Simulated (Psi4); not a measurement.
C3H9B (SMILES CB(C)C), singlet, geometry from GFN2-xTB; HF/STO-3G (Psi4 1.11).

Input for Psi4:
```
memory 2 GB

molecule mol {
0 1
B     0.000011    0.000265    0.000368
C     1.526233   -0.148233   -0.370683
H     1.837628   -1.191716   -0.340873
H     2.141736    0.362178    0.370156
H     1.791906    0.250783   -1.346705
C    -0.550142   -0.622278    1.341599
H    -1.311379   -1.371296    1.124130
H    -1.048682    0.134363    1.946360
H     0.207890   -1.095705    1.960904
C    -0.976066    0.770665   -0.970706
H    -1.997908    0.852717   -0.608273
H    -1.009992    0.277987   -1.942191
H    -0.611403    1.778441   -1.166611
symmetry c1
}

set {
  basis sto-3g
  reference rhf
}

energy('scf')
print_variables()
```

Task: What does Psi4 print? Leave out banner, timings and long lists.

Result: 
```
   => Loading Basis Set <=

    Name: STO-3G
    Role: ORBITAL
    Keyword: BASIS

         ---------------------------------------------------------
                                   SCF
               by Justin Turney, Rob Parrish, Andy Simmonett
                          and Daniel G. A. Smith
                              RHF Reference
         ---------------------------------------------------------

  ==> Geometry <==

    Molecular point group: c1
    Full point group: C1

    Geometry (in Angstrom), charge = 0, multiplicity = 1:

       Center              X                  Y                   Z               Mass
    ------------   -----------------  -----------------  -----------------  -----------------
         B            0.000007157149     0.000220422838     0.000306584882    11.009305360000
         C            1.526229157149    -0.148277577162    -0.370744415118    12.000000000000
         H            1.837624157149    -1.191760577162    -0.340934415118     1.007825032230
         H            2.141732157149     0.362133422838     0.370094584882     1.007825032230
         H            1.791902157149     0.250738422838    -1.346766415118     1.007825032230
         C           -0.550145842851    -0.622322577162     1.341537584882    12.000000000000
         H           -1.311382842851    -1.371340577162     1.124068584882     1.007825032230
         H           -1.048685842851     0.134318422838     1.946298584882     1.007825032230
         H            0.207886157149    -1.095749577162     1.960842584882     1.007825032230
         C           -0.976069842851     0.770620422838    -0.970767415118    12.000000000000
         H           -1.997911842851     0.852672422838    -0.608334415118     1.007825032230
         H           -1.009995842851     0.277942422838    -1.942252415118     1.007825032230
         H           -0.611406842851     1.778396422838    -1.166672415118     1.007825032230

  Running in c1 symmetry.

  Rotational constants: A =      0.24246  B =      0.24236  C =      0.12970 [cm^-1]
  Rotational constants: A =   7268.85233  B =   7265.88739  C =   3888.25712 [MHz]
  Nuclear repulsion =  112.542964884469654

  Charge       = 0
  Multiplicity = 1
  Electrons    = 32
  Nalpha       = 16
  Nbeta        = 16

  ==> Algorithm <==

  SCF Algorithm Type is DF.
  DIIS enabled.
  MOM disabled.
  Fractional occupation disabled.
  Guess Type is SAD.
  Energy threshold   = 1.00e-06
  Density threshold  = 1.00e-06
  Integral threshold = 1.00e-12

  ==> Primary Basis <==

  Basis Set: STO-3G
    Blend: STO-3G
    Number of shells: 21
    Number of basis functions: 29
    Number of Cartesian functions: 29
    Spherical Harmonics?: true
    Max angular momentum: 1

   => Loading Basis Set <=

    Name: (STO-3G AUX)
    Role: JKFIT
    Keyword: DF_BASIS_SCF

  ==> Integral Setup <==

  SCF_SUBTYPE=INCORE selected. In-core MEM_DF algorithm will be used.
  Using in-core AOs.

  ==> MemDFJK: Density-Fitted J/K Matrices <==

    J tasked:                   Yes
    K tasked:                   Yes
    wK tasked:                   No
    Algorithm:                 Core
    Schwarz Cutoff:           1E-12
    Mask sparsity (%):       0.7134
    Fitting Condition:        1E-10

   => Auxiliary Basis Set <=

  Basis Set: (STO-3G AUX)
    Blend: DEF2-UNIVERSAL-JKFIT
    Number of shells: 154
    Number of basis functions: 462
    Number of Cartesian functions: 536
    Spherical Harmonics?: true
    Max angular momentum: 4

  Minimum eigenvalue in the overlap matrix is 2.0692312623E-01.
  Reciprocal condition number of the overlap matrix is 8.3000034846E-02.
    Using symmetric orthogonalization.

  ==> Pre-Iterations <==

  SCF Guess: Superposition of Atomic Densities via on-the-fly atomic UHF (no occupation information).

   -------------------------
    Irrep   Nso     Nmo
   -------------------------
     A         29      29
   -------------------------
    Total      29      29
   -------------------------

  ==> Iterations <==

                           Total Energy        Delta E     RMS |[F,P]|

   @DF-RHF iter SAD:  -137.95031248765940   -1.37950e+02   0.00000e+00
   @DF-RHF iter   1:  -141.85007723950858   -3.89976e+00   3.54978e-03 DIIS/ADIIS
   @DF-RHF iter   2:  -141.85934736855089   -9.27013e-03   9.01103e-04 DIIS/ADIIS
   @DF-RHF iter   3:  -141.86005952011448   -7.12152e-04   2.20723e-04 DIIS/ADIIS
   @DF-RHF iter   4:  -141.86011079784666   -5.12777e-05   3.32706e-05 DIIS
   @DF-RHF iter   5:  -141.86011224414710   -1.44630e-06   4.25578e-06 DIIS
   @DF-RHF iter   6:  -141.86011226342100   -1.92739e-08   2.99355e-07 DIIS
  Energy and wave function converged.

  ==> Post-Iterations <==

    Orbital Energies [Eh]
    ---------------------

    Doubly Occupied:

[...]
      16A     -0.393448

    Virtual:

[...]
      29A      0.900377

    Final Occupation by Irrep:
              A
    DOCC [    16 ]
    NA   [    16 ]
    NB   [    16 ]

  @DF-RHF Final Energy:  -141.86011226342100

   => Energetics <=

    Nuclear Repulsion Energy =            112.5429648844696544
    One-Electron Energy =                -413.8007924332769107
    Two-Electron Energy =                 159.3977152853862549
    Total Energy =                       -141.8601122634210014

Computation Completed

Properties will be evaluated at   0.000000,   0.000000,   0.000000 [a0]

Properties computed using the SCF density matrix

 Multipole Moments:

 ------------------------------------------------------------------------------------
     Multipole            Electronic (a.u.)      Nuclear  (a.u.)        Total (a.u.)
 ------------------------------------------------------------------------------------

 L = 1.  Multiply by 2.5417464519 to convert [e a0] to [Debye]
 Dipole X            :          0.0000601           -0.0002305           -0.0001704
 Dipole Y            :          0.0019859           -0.0026937           -0.0007078
 Dipole Z            :          0.0027449           -0.0037195           -0.0009746
 Magnitude           :                                                    0.0012165

 ------------------------------------------------------------------------------------

  Variable Map:
  ----------------------------------------------------------------------------
[...]
  Array Variable Map:
  ----------------------------------------------------------------------------
[...]
[...]
```
